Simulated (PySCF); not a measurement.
A calculated (B2PLYP, PySCF 2.14, x2c-TZVPPall, the spin-free X2C one-electron Hamiltonian (Gaussian nucleus)) atom or ion has these occupied shells.

```json
{"shell": "1s β", "electrons": "1", "orbital energy (eV)": "-21003.5", "rms radius, mean of both spins (bohr)": "0.0394"}
{"shell": "1s α", "electrons": "1", "orbital energy (eV)": "-21003.5", "rms radius, mean of both spins (bohr)": "0.0394"}
{"shell": "2s α", "electrons": "1", "orbital energy (eV)": "-3032.6", "rms radius, mean of both spins (bohr)": "0.162"}
{"shell": "2s β", "electrons": "1", "orbital energy (eV)": "-3032.1", "rms radius, mean of both spins (bohr)": "0.162"}
{"shell": "2p α", "electrons": "3", "orbital energy (eV)": "-2711.1", "rms radius, mean of both spins (bohr)": "0.144"}
{"shell": "2p β", "electrons": "3", "orbital energy (eV)": "-2710.7", "rms radius, mean of both spins (bohr)": "0.144"}
{"shell": "3s α", "electrons": "1", "orbital energy (eV)": "-540.80", "rms radius, mean of both spins (bohr)": "0.443"}
{"shell": "3s β", "electrons": "1", "orbital energy (eV)": "-540.57", "rms radius, mean of both spins (bohr)": "0.443"}
{"shell": "3p α", "electrons": "3", "orbital energy (eV)": "-433.65", "rms radius, mean of both spins (bohr)": "0.448"}
{"shell": "3p β", "electrons": "3", "orbital energy (eV)": "-433.36", "rms radius, mean of both spins (bohr)": "0.448"}
{"shell": "3d α", "electrons": "5", "orbital energy (eV)": "-259.89", "rms radius, mean of both spins (bohr)": "0.436"}
{"shell": "3d β", "electrons": "5", "orbital energy (eV)": "-259.29", "rms radius, mean of both spins (bohr)": "0.436"}
{"shell": "4s α", "electrons": "1", "orbital energy (eV)": "-77.503", "rms radius, mean of both spins (bohr)": "1.14"}
{"shell": "4s β", "electrons": "1", "orbital energy (eV)": "-74.754", "rms radius, mean of both spins (bohr)": "1.14"}
{"shell": "4p α", "electrons": "3", "orbital energy (eV)": "-47.369", "rms radius, mean of both spins (bohr)": "1.28"}
{"shell": "4p β", "electrons": "3", "orbital energy (eV)": "-43.879", "rms radius, mean of both spins (bohr)": "1.28"}
{"shell": "4d α", "electrons": "5", "orbital energy (eV)": "-5.564", "rms radius, mean of both spins (bohr)": "2.19"}
{"shell": "4d β", "electrons": "2", "orbital energy (eV)": "-3.914", "rms radius, mean of both spins (bohr)": "2.19"}
```

(1) Name the element and its charge.

Answers

(1) Tc (technetium, neutral), in [Kr] 4d7, high-spin 4F determinant (an excited configuration).
